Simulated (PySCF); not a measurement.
A species of formula C6H9O3P has this rotational fingerprint, computed with PBE0/pcSseg-1 in PySCF (dipole) on a GFN2-xTB geometry, gas phase:

| Property | Result |
| --- | --- |
| Rotational constants | A = 2382, B = 697.5, C = 668.1 MHz |
| Dipole components | \|μa\| = 2.38 D, \|μb\| = 2.67 D, \|μc\| = 1.24 D |
| Inertial defect | -180.33 u·Å² |
| κ | -0.97 |

Problem. Which candidate fits, each taken in the one conformer that was computed?
A. `[CH3:1][P@@:2](=[O:3])([CH2:4][OH:5])[c:6]1[cH:7][cH:8][o:9][cH:10]1` with C1–P2–C4–O5 -72°, P2–C4–O5–H -47°, C1–P2–C6–C7 -59°
B. `[CH:1]#[C:2][CH2:3][P:4]([CH2:5][OH:6])[C:7](=[O:8])[O:9][CH3:10]` with C2–C3–P4–C5 171°, C3–P4–C5–O6 68°, P4–C5–O6–H 68°, C3–P4–C7–O8 102°, P4–C7–O9–C10 178°

Solution. A. It is C[P@@](=O)(CO)c1ccoc1, a near-prolate asymmetric top, point group C1. The candidates at the same level (rigid rotor, commonest isotopes):

```csv
SMILES,A (MHz),B (MHz),C (MHz),μa (D),μb (D),μc (D),Δ (u·Å²),point group,rotor
C#CCP(CO)C(=O)OC,1456,907.5,609.5,1.40,0.04,0.85,-74.90,C1,asymmetric top
C[P@@](=O)(CO)c1ccoc1,2382,697.5,668.1,2.38,2.67,1.24,-180.33,C1,near-prolate asymmetric top
```

`C#CCP(CO)C(=O)OC` has A 39 % too low. No structure here is proved a minimum.
